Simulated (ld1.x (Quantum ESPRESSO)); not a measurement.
# PBEsol TM dataset for C, scalar-relativistic all-electron reference.

ld1.x (Quantum ESPRESSO) 7.5 was run on this input:

```
&input
   title='C', zed=6., rel=1, dft='PBESOL', iswitch=3,
   config='[He] 2s1.75 2p2.25',
   nld=2, rlderiv=2.95, eminld=-3.0, emaxld=5.0, deld=0.02
 /
 &inputp
   pseudotype=2, tm=.true., lloc=-2, rcloc=2.40,
   nlcc=.false.,
   file_pseudopw='C.UPF', file_wfcaegen='ae.wfc', file_wfcncgen='nc.wfc', file_beta='beta', file_chi='chi'
 /
2
2S  1  0   1.75   0.00  1.35  1.35  0.0
2P  2  1   2.25   0.00  2.70  2.70  0.0
 &test
   configts(1)='2s1.75 2p2.25'
 /
```

Command:

```bash
ld1.x < C.in > C.out
```

Output (shortened: banner, matrices, multipoles, cross overlaps and the repeated all-electron block are left out):

```
Program LD1 v.7.5
     --------------------------- All-electron run ----------------------------

     C
     scalar relativistic calculation

     atomic number is  6.00
     dft =PBESOL   lsd =0 sic =0 latt =0  beta=0.20 tr2=1.0E-14
     Exchange-correlation= PBESOL
                           (   1   4  10   8   0   0   0)
     mesh =1073 r(mesh) = 100.30751 a.u. xmin = -7.00 dx = 0.01250
     1 Ry =  13.60569312 eV, c = 137.03599908

     n l     nl                  e(Ry)          e(Ha)          e(eV)
     1 0     1S 1( 2.00)       -20.0130       -10.0065      -272.2910
     2 0     2S 1( 1.75)        -1.0120        -0.5060       -13.7684
     2 1     2P 1( 2.25)        -0.3930        -0.1965        -5.3473

     final scf error:  3.8E-15 reached in  21 iterations

     Etot =     -75.032216 Ry,     -37.516108 Ha,   -1020.865306 eV

     Ekin =      74.786181 Ry,      37.393091 Ha,    1017.517830 eV
     Encl =    -175.290003 Ry,     -87.645002 Ha,   -2384.941993 eV
     Eh   =      35.232985 Ry,      17.616492 Ha,     479.369179 eV
     Exc  =      -9.761379 Ry,      -4.880689 Ha,    -132.810322 eV

     normalization and overlap integrals

     s(1S/1S) =  1.000000  <r> =   0.2713  <r2> =    0.0998  r(max) =   0.1752
     s(2S/2S) =  1.000000  <r> =   1.5747  <r2> =    3.0016  r(max) =   1.2162
     s(2P/2P) =  1.000000  <r> =   1.7931  <r2> =    4.2133  r(max) =   1.2011

     ------------------------ End of All-electron run ------------------------

     --------------------- Generating NC pseudopotential ---------------------

      Generating local potential from pseudized AE potential:
      Matching radius rcloc =   2.4000
      Enforcing V''(0)=0 (lloc=-2)

      Local pseudo, rcloc= 2.419 Estimated cut-off energy=     5.24 Ry

      Wfc   2S  rcut= 1.361  Using Troullier-Martins method

      Wfc   2P  rcut= 2.673  Using Troullier-Martins method

     ------------------- End of pseudopotential generation -------------------

     Computing logarithmic derivative in   2.93589
     Computing logarithmic derivative in   2.93589
     Computing the partial wave expansion
     R is outside the sphere for l=    0 j= 0.00
     R is outside the sphere for l=    1 j= 0.00

     ---------------------- Testing the pseudopotential ----------------------

     C
     scalar relativistic calculation

     atomic number is  6.00   valence charge is  4.00
     dft =PBESOL   lsd =0 sic =0 latt =0  beta=0.20 tr2=1.0E-14
     mesh =1073 r(mesh) = 100.30751 xmin = -7.00 dx = 0.01250

     n l     nl             e AE (Ry)        e PS (Ry)    De AE-PS (Ry)
     1 0     2S   1( 1.75)       -1.01196       -1.01197        0.00001
     2 1     2P   1( 2.25)       -0.39302       -0.39302        0.00000

     eps = 7.5E-15  iter = 13

     Etot =     -75.032216 Ry,     -37.516108 Ha,   -1020.865306 eV
     Etotps =   -10.372729 Ry,      -5.186364 Ha,    -141.128164 eV

     Ekin =       5.858975 Ry,       2.929487 Ha,      79.715414 eV
     Encl =     -18.012323 Ry,      -9.006162 Ha,    -245.070144 eV
     Ehrt =       8.530771 Ry,       4.265386 Ha,     116.067058 eV
     Ecxc =      -2.716554 Ry,      -1.358277 Ha,     -36.960596 eV
     Epseu=      -4.033598 Ry,      -2.016799 Ha,     -54.879895 eV

     ---------------------- End of pseudopotential test ----------------------
```

Generation and configuration tests took about 1.1 s on one core of a shared server CPU.
